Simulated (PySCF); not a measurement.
## EPR parameters of C6H7O3

Compound: C6H7O3 (doublet state).
Structure used (GFN2-xTB), in Å, numbered top down from 1:
```xyz
16
C6H7O3 angstrom
O      3.0964   -0.9064    0.9732
C      2.7452    0.1588    0.5642
O      1.5194    0.5229    0.2252
C      0.4734   -0.4359    0.3691
C     -0.3216   -0.5581   -0.9578
C     -1.4968    0.4399   -0.8949
C     -1.7110    0.6552    0.5869
O     -1.7714   -0.5591    1.3317
C     -0.5775    0.0913    1.3104
H      3.4188    1.0155    0.3948
H      0.9058   -1.3866    0.6959
H      0.3372   -0.3600   -1.8005
H     -0.7004   -1.5769   -1.0286
H     -2.3812    0.0428   -1.3917
H     -1.2335    1.3947   -1.3502
H     -2.3103    1.4707    0.9609
```

The hyperfine couplings belong to this conformer and change with its torsions.

Identity: `O=CO[C@@H]1CC[C@H]2O[C]12` [radical].

Computed, not measured: PySCF, UKS B3LYP, pcH-1 on C H O, non-relativistic, mean-field spin-orbit, GIAO. Isolated species at its GFN2-xTB geometry (one conformer only). Couplings are sensitive to structure, and on GFN2-xTB geometries they can be far from those on DFT ones. No stability test was run, so a lower SCF solution isn't excluded.

| Quantity | Value |
| --- | --- |
| g1, g2, g3 | 2.00210, 2.00320, 2.00436 |
| g_iso | 2.00322 |
| Form of g | rhombic: the two nearest values differ by 48 % of g3 − g1 |
| ⟨S²⟩ | 0.7527 (exact 0.7500) |
| α and β electrons | 34, 33 |
| HOMO–LUMO gap, α and β orbitals | 6.23, 5.47 eV |
| Basis functions | 295 |

Hyperfine couplings atom by atom, in MHz; T1 to T3 are the principal values of the dipolar part; ρ(0) is the spin density at the nucleus:

```tsv
atom	isotope	a_iso	T1	T2	T3	Mulliken spin population	ρ(0) (bohr⁻³)
O1	17O	0.0	-0.5	0.2	0.4	0.00	0.0000
C2	13C	-0.3	-0.5	-0.4	0.9	0.00	-0.0003
O3	17O	0.3	-0.6	0.2	0.5	0.00	-0.0005
C4	13C	44.0	-9.8	-9.1	18.9	0.01	0.0391
C5	13C	23.4	-4.5	-3.9	8.4	0.04	0.0208
C6	13C	-1.8	-1.4	-0.8	2.2	0.00	-0.0016
C7	13C	4.0	-3.6	-0.4	4.0	-0.01	0.0035
O8	17O	-35.9	-61.1	28.3	32.8	0.14	0.0592
C9	13C	460.5	-65.3	-60.3	125.6	0.82	0.4096
H10	1H	-0.2	-1.0	-0.9	1.9	0.00	0.0000
H11	1H	-0.7	-6.9	-4.8	11.8	0.00	-0.0002
H12	1H	10.9	-3.4	-0.8	4.3	0.00	0.0024
H13	1H	-1.1	-3.6	-1.2	4.7	0.00	-0.0003
H14	1H	6.5	-2.0	-1.3	3.4	0.00	0.0014
H15	1H	3.2	-2.3	-1.9	4.1	0.00	0.0007
H16	1H	1.0	-5.0	-4.5	9.5	0.00	0.0002
```

The largest Mulliken spin populations are on C9 (+0.82) and O8 (+0.14). C9 is the only atom above +0.15. The angles at C9 add up to 289.3°, so it is pyramidal.

Under fast tumbling the dipolar parts average out, and these isotropic splittings remain: 1 × 1H (H12, I = 1/2, 2 lines) with 0.39 mT, 1 × 1H (H14, I = 1/2, 2 lines) with 0.23 mT, 1 × 1H (H15, I = 1/2, 2 lines) with 0.11 mT, 1 × 1H (H13, I = 1/2, 2 lines) with 0.04 mT and 1 × 1H (H16, I = 1/2, 2 lines) with 0.03 mT.

The 13C coupling of C9 (460.5 MHz) shows only in satellite lines or after enrichment, since that isotope makes up about 1.07 % of natural carbon.

The 17O coupling of O8 (-35.9 MHz) shows only in satellite lines or after enrichment, since that isotope makes up about 0.038 % of natural oxygen.

Examples of negative spin density at the nucleus (bohr⁻³): C6 (-0.0016).

On Intel Xeon at 2.60 GHz, one thread, on a shared host, this took 73 s wall (grids of density and orbitals included) and 0.98 GiB of memory at its peak.
